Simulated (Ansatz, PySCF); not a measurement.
Ge(OMe)(SiH3) (CH₆GeOSi), SMILES C[O][Ge][SiH3] (connectivity only; charge and spin as stated), neutral, multiplicity 1. Atoms are numbered in the order given.

```xyz
10

Ge     0.9456     0.1552     0.0000
O     -0.2085     1.5236     0.0000
C     -1.6126     1.5990     0.0000
H     -2.0968     0.6052     0.0000
H     -1.9559     2.1510     0.8922
H     -1.9559     2.1510    -0.8922
Si    -0.6996    -1.7845     0.0000
H     -1.5915    -1.8023    -1.2059
H     -1.5915    -1.8023     1.2059
H      0.0698    -3.0696     0.0000
```
Charge 0, spin multiplicity 1.

Geometry optimised at B3LYP-D3(BJ)/def2-SVP. The structure was generated by enumeration; whether it is a known compound was not checked. The values are those of a single conformer.

Vertical ionisation energy (IE) and electron affinity (EA) in eV. Rows of orbital energies are one-electron estimates. Where ΔSCF, EOM or ADC give a negative EA the extra electron is unbound and the value depends on the basis.

```json
[
 {"level": "−ε(HOMO), −ε(LUMO), r2SCAN/def2-TZVP (PySCF)", "IE": "5.54", "EA": "3.28"},
 {"level": "−ε(HOMO), −ε(LUMO), PBE/def2-TZVP (PySCF)", "IE": "5.33", "EA": "3.32"},
 {"level": "ΔSCF, CAM-B3LYP/def2-SVPD (Ansatz), final states of multiplicity 2 and 2", "IE": "…", "EA": "…"},
 {"level": "ΔSCF, PBE/def2-SVPD (Ansatz), final states of multiplicity 2 and 2", "IE": "8.17", "EA": "0.78"}
]
```

Problem. Some entries are withheld; supply them. (An estimate is asked for; the answer gives what the named calculation found.)

Solution. 
- ΔSCF, CAM-B3LYP/def2-SVPD (Ansatz, a quantum-chemistry and plane-wave program), final states of multiplicity 2 and 2, IE: 8.34
- ΔSCF, CAM-B3LYP/def2-SVPD (Ansatz), final states of multiplicity 2 and 2, EA: 0.84

Problem. What vertical singlet–triplet gap does ΔSCF give with CAM-B3LYP/def2-SVPD (Ansatz) and with PBE/def2-SVPD (Ansatz)? (An estimate is asked for; the answer gives what the named calculation found.)

Solution. 1.76 and 1.74 eV (triplet above singlet where positive).
